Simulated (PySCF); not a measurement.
A structure optimised at PBE0-D3(BJ)/def2-SVP, used in a PySCF frequency run:

```xyz
10

C      2.8369     0.8301     0.6713
C      1.9157     0.0348     0.6576
Si     0.4679    -1.0742     0.6411
F      0.5735    -2.0853    -0.6300
Si    -1.4549     0.2415     0.3949
Cl    -1.1550     1.4769    -1.2433
H      3.6553     1.5289     0.6811
H      0.4505    -1.9024     1.8787
H     -2.6748    -0.5838     0.1604
H     -1.6565     1.0861     1.6088
```

Write its SMILES and formula.

C#C[Si@H](F)[SiH2]Cl, C2H4ClFSi2

What are its rotational constants (standard atomic weights)?

2.2077, 1.1919, 0.96418 GHz
